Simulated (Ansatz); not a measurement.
Cu₂F⁺, relaxed as a singlet with RKS PBE-D4/def2-TZVP in Ansatz, starting from the GFN1-xTB geometry. Force threshold 0.02 eV/Å.

The structure comes from a short search, and lower isomers may exist.

Start:

Cartesian coordinates in Å:
```
Cu 0.3933 -1.8556 -0.1153
Cu -0.3971 1.8558 0.1090
F 0.0039 -0.0002 0.0064
```

```tsv
step	energy (eV)	largest force component (eV/Å)	SCF passes
1	-91977.4796	0.264	18
2	-91977.4855	0.179	20
3	-91977.4901	0.014	20
```

Force components are those of the run's own axes.

End:

```tsv
atom	x (Å)	y (Å)	z (Å)
Cu1	0.387	-1.824	-0.113
Cu2	-0.390	1.824	0.107
F3	0.003	0.000	0.006
```

By distances, no bond broke or formed. The bond that changes most is Cu2–F3, from 1.90 to 1.87 Å (atoms count from 1).

No frequencies were taken in this run, so the end may be a saddle point.

Run time 4.4 s (4 threads of Arm Neoverse N1 on a shared host).
